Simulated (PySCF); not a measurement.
## Cost of excited-state runs on `C1=C[C@@H](C)C(CC)=C1`, C8H12

Cartesian coordinates in Å; atom numbers follow the order of the lines, from 1:
```xyz
20

C     2.6997   -0.1611   -0.2049
C     1.4050   -0.4917    0.5271
C     0.2147    0.2308   -0.0090
C     0.1219    1.0620   -1.0581
C    -1.2430    1.5314   -1.1911
C    -1.9929    0.9955   -0.2233
C    -1.1457    0.1023    0.6338
C    -1.6681   -1.3351    0.6698
H     2.6300   -0.4482   -1.2511
H     3.5332   -0.6969    0.2438
H     2.9063    0.9049   -0.1507
H     1.2231   -1.5701    0.4656
H     1.5155   -0.2494    1.5896
H     0.9142    1.3617   -1.7199
H    -1.5677    2.2102   -1.9606
H    -3.0438    1.1387   -0.0496
H    -1.1119    0.4886    1.6589
H    -2.6818   -1.3577    1.0630
H    -1.0372   -1.9573    1.3002
H    -1.6766   -1.7481   -0.3363
```

PySCF with density fitting, on 1 thread of an Intel Xeon Platinum 8488C, shared host. Command: `OMP_NUM_THREADS=1 python excited_run.py task.json out`

Question: How long does each of these runs take, and how much memory?
- magnetisability and related constants, PBE/pcSseg-1; isotopologues
- magnetisability and related constants, PW91/def2-SVP; IEF-PCM water

Answer: 
```csv
run,level,basis functions,wall time,peak memory (GiB)
magnetisability and related constants,PBE/pcSseg-1,196,47 s,0.7
magnetisability and related constants,PW91/def2-SVP,172,25 s,0.72
```
Times from a shared host are rough.
